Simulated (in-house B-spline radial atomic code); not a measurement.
OLYP excitations of Ca²⁺

Method: OLYP. Computed with an all-electron radial atomic-structure program (B-spline basis): linear response of the closed shell [Ne] 3s2 3p6 with the functional's adiabatic kernel; scalar-relativistic (spin-free one-electron X2C), finite nucleus, no spin-orbit coupling, no double excitations, S, P, D and F terms only. Only terms of natural parity with L up to 3 were computed.

Command:
```bash
python run_td.py task.json out
```
Settings (radii: box in bohr, nucleus in fm):
```
Z                        20
electrons                18
configuration            [Ne] 3s2 3p6
hamiltonian              x2c
method                   optx,lyp
box_radius               29.48
rms_radius               3.4776
intervals                74
```

Cost of the run: 0.8 s on 1 thread of Arm Neoverse N1 (shared host).

The lowest states, in the order of their Tamm-Dancoff energies; the method's threshold (minus the highest occupied level) is 43.19 eV. Labels give the largest channel, * marks a mixed state, and oscillator strengths are full-response dipole values. Semilocal kernels can invert the small singlet-triplet splittings of Rydberg terms. Energies in eV:

```tsv
state	full response	Tamm-Dancoff	oscillator strength
3p → 3d 3P	25.013	25.132	-
3p → 3d 3F	25.457	25.571	-
3p → 3d 1F	27.567	27.582	-
3p → 4s 3P	27.693	27.710	-
3p → 4s 1P	28.111	28.126	0.35
3p → 4p 3S	?	?	-
3p → 4p 3D	31.53	31.54	-
3p → 4p 1D	31.78	31.79	-
3p → 4p 1S	33.26	33.41	-
3p → 3d 1P	?	?	?
3p → 4d 3P	36.84	36.85	-
3p → 4d 3F	36.90	36.91	-
3p → 4d 1F	37.14	37.14	-
3p → 5s 3P	37.15	37.15	-
3p → 5s 1P	37.25	37.25	0.0998
3p → 5p 3S	38.22	38.23	-
3p → 5p 3D	38.26	38.27	-
3p → 5p 1D	38.33	38.33	-
3p → 5p 1S	38.68	38.71	-
3p → 4d 1P	38.49	38.78	0.724
```

(1) Where does 3p → 4p 3S lie?

(2) Where does 3p → 3d 1P lie?

(3) How large is the singlet-triplet splitting of 3p → 3d (F terms) in Tamm-Dancoff?

(4) What polarisabilities and dispersion coefficient does the method give?

Answers

(1) At 31.41 eV in full response, 31.44 eV in Tamm-Dancoff.

(2) At 33.24 eV in full response, 33.89 eV in Tamm-Dancoff, oscillator strength 2.93.

(3) 2.01 eV, from the unrounded values.

(4) Dipole 3.304 bohr³, quadrupole 7.389 bohr⁵, C6 10.91 hartree·bohr⁶ for two such species.
